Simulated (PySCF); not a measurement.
**Identify the compound**

An unknown has the formula C7H3N3. Its calculated NMR data are:

¹H NMR (500 MHz, computed): δ 9.78 (s, 1H), 9.66 (s, 1H), 3.74 (s, 1H).

¹³C{¹H} NMR (computed): δ 156.8 (CH), 154.9 (CH), 127.2 (C), 120.2 (C), 118.0 (C), 106.2 (CH), 81.5 (C).

- GIAO PBE0/pcSseg-1 shieldings
- structure optimised with GFN2-xTB
- code: PySCF 2.14.0 with density-fitted response routines
- isolated molecule, one computed conformer, non-relativistic

Scale: ¹H (σref 31.72), ¹³C (σref 186.93) vs TMS (reference shieldings calculated alike).

Which candidate is it?
A. C#Cc1cnncc1C#N
B. C#Cc1cc(C#N)cnn1
C. C#Cc1cncc(C#N)n1

## Answers

A. 

Rings plus π bonds: 8 (1 ring in the answer). 7 carbon signals for 7 carbons: no two carbons are equivalent. Carbon types of the structure: 4 × C, 3 × CH, which accounts for all hydrogens. δC 156.8, 154.9: aromatic CH next to a ring nitrogen; the adjacent pyridine-type nitrogen withdraws density from it. δC 120.2: nitrile carbon; C≡N carbons fall here, among the sp2 signals but without a proton. δC 106.2: terminal alkyne carbon. δC 81.5: alkyne carbon; sp carbons lie upfield of alkene carbons because the cylindrical π system leaves one tensor component strongly shielded. δH 9.78, 9.66: hydrogen on an aromatic CH next to a ring nitrogen; ring current plus the neighbouring ring nitrogen.

The others: C#Cc1cncc(C#N)n1 has carbons computed at 156.6, 155.0, 143.7, 135.6, 120.9, 94.7, 84.2; C#Cc1cc(C#N)cnn1 has carbons computed at 151.8, 151.0, 138.3, 121.1, 115.1, 96.0, 85.2.

Shifts are as computed. Against solution values, carbons near 30 ppm lie about +3 ppm off and those near 130 ppm about +5 ppm. Of 1211 compounds with measured shifts, 218 miss one by over three times the rms of a fit or turn the order of signals round; such compounds aren't used in these exercises. Multiplicities follow the n + 1 count of equivalent neighbours, as no J values were calculated; m marks all less simple cases, F and P coupling included.
